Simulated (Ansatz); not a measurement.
Ansatz results at the PBE0-D4/def2-TZVP geometry: LUMO energy (PBE0/def2-TZVPP) 0.46 eV; HOMO energy (PBE0/def2-TZVPP) -7.29 eV; size of the dipole moment (B3LYP/def2-TZVPP) 1.86 D.

Each molecule was computed in one conformer, which needn't be the lowest.

Task: Which molecule gave them?
A. `COCN[SiH3]`
B. `C[Si](C)(N)O`
C. `C[SiH2]NCO`
D. `O[SiH2]OC=S`

Result: A. The others give `C[Si](C)(N)O`: 0.78, -7.25, 1.76; `C[SiH2]NCO`: 0.72, -7.06, 1.36; `O[SiH2]OC=S`: -1.71, -6.70, 3.16.

B3LYP here is the variant with VWN-RPA as its local correlation; programs differ in this.
